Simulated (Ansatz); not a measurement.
Correlation energies of C3H5FSi (`C=C1C[SiH]1F`) by basis set

```xyz
10

C     0.803    1.378    0.797
C     0.145    0.416    0.178
C     0.262   -1.115    0.113
Si   -1.089   -0.355   -0.877
F    -0.982   -0.288   -2.466
H     0.536    2.422    0.662
H     1.638    1.167    1.462
H     1.156   -1.487   -0.387
H     0.042   -1.670    1.025
H    -2.512   -0.468   -0.508
```

Total charge 0; spin multiplicity 1. All single points use the PBE0-D4/def2-TZVP geometry. Frozen core, restricted reference, Ansatz. CBS rows extrapolate triple and quadruple zeta; past MP2 they add the triple-zeta difference.

| basis | HF (Eh) | MP2 corr. | CCSD corr. | (T) | CCSD(T) total |
| --- | --- | --- | --- | --- | --- |
| def2-SVP | ? | -0.67575 | ? | ? | ? |
| def2-TZVPP | -504.97113 | -0.84972 | -0.88283 | -0.03679 | -505.89075 |
| def2-QZVPP | ? | -0.91396 | – | – | – |
| CBS(def2) | -504.99279 | -0.96153 | -0.99464 | as TZ | -506.02422 |

Problem. Fill in the withheld values. (Best estimate.)

Solution. Computed: def2-SVP HF (Eh): -504.60277; def2-SVP CCSD corr.: -0.71838; def2-SVP (T): -0.02256; def2-SVP CCSD(T) total: -505.34371; def2-QZVPP HF (Eh): -504.99017.
